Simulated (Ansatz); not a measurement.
Start from `CC(C)=CBF` and change one atom or group to get `CC(C)=CF`.

Ansatz, PBE0-D4/def2-TZVP geometries, multiplicity 1. Each molecule was computed in one conformer, which needn't be the lowest.

| property | `CC(C)=CBF` |
| --- | --- |
| HOMO energy (ωB97M-V/def2-TZVPP) / eV | -9.81 |
| HOMO–LUMO gap (PBE0/def2-TZVPP) / eV | 6.30 |
| LUMO energy (PBE/def2-TZVPP) / eV | -2.28 |
| HOMO–LUMO gap (B3LYP/def2-TZVPP) / eV | 5.88 |
| HOMO energy (B3LYP/def2-TZVPP) / eV | -7.43 |
| size of the dipole moment (PBE/def2-TZVPP) / D | 2.83 |

Task: Give the same properties after the change, and the shifts. (Best estimate.)

Result: Ansatz gave: 
```
                                      property  `CC(C)=CF`  shift
         HOMO energy (ωB97M-V/def2-TZVPP) / eV       -9.12   0.69
          HOMO–LUMO gap (PBE0/def2-TZVPP) / eV        7.61   1.31
             LUMO energy (PBE/def2-TZVPP) / eV       -0.29   1.99
         HOMO–LUMO gap (B3LYP/def2-TZVPP) / eV        7.14   1.26
           HOMO energy (B3LYP/def2-TZVPP) / eV       -6.69   0.74
size of the dipole moment (PBE/def2-TZVPP) / D        1.49  -1.34
```

With PBE0 the HOMO rises by 0.77 eV and the LUMO rises by 2.07 eV, so the gap widens by about 1.30 eV. PBE moves the HOMO by 0.91 eV and ωB97M-V by 0.69 eV. Dipoles are sizes alone; their direction can turn.

B3LYP here is the variant with VWN-RPA as its local correlation; programs differ in this.
